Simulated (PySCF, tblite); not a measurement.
Isomers of CH11ClSi4, one GFN2-xTB conformer each. Single-point energies are computed at PBE0/pcSseg-1 (PySCF, gas phase, no added dispersion term), electronic only.

```csv
SMILES,GFN2-xTB relative energy (kJ/mol)
[SiH3][Si]([SiH3])([SiH3])CCl,138.4
C[Si@]([SiH3])(Cl)[SiH2][SiH3],0.0
```

Conformers: `[CH3:1][Si@:2]([SiH3:3])([Cl:4])[SiH2:5][SiH3:6]` with C1–Si2–Si5–Si6 47°.

Task: What does PBE0/pcSseg-1 give for the same structures?

Result: 
```
                        SMILES  PBE0/pcSseg-1 E (Eh)  PBE0/pcSseg-1 (kJ/mol)  GFN2-xTB (kJ/mol)  point group
C[Si@]([SiH3])(Cl)[SiH2][SiH3]           -1662.18114                     0.0                0.0           C1
 [SiH3][Si]([SiH3])([SiH3])CCl           -1662.12033                   159.7              138.4           Cs
```

Both levels put the same isomer lowest. 

Task: Which frontier levels, dipoles and rotational constants go with these structures?

Result: 
| SMILES | HOMO (eV, PBE0/pcSseg-1) | LUMO (eV) | dipole (D) | A, B, C (MHz) |
| --- | --- | --- | --- | --- |
| C[Si@]([SiH3])(Cl)[SiH2][SiH3] | -7.90 | -1.21 | 1.80 | 1683, 644.5, 576.3 |
| [SiH3][Si]([SiH3])([SiH3])CCl | -8.00 | -0.97 | 1.43 | 1113, 790.9, 719.2 |

Task: What happens when harmonic zero-point energies from GFN2-xTB frequencies are added?

Result: 
| SMILES | ZPE (kJ/mol) | electronic (kJ/mol) | with ZPE (kJ/mol) |
| --- | --- | --- | --- |
| C[Si@]([SiH3])(Cl)[SiH2][SiH3] | 268.3 | 0.0 | 0.0 |
| [SiH3][Si]([SiH3])([SiH3])CCl | 260.7 | 159.7 | 152.1 |

The zero-point energies span 7.6 kJ/mol. The order is unchanged.
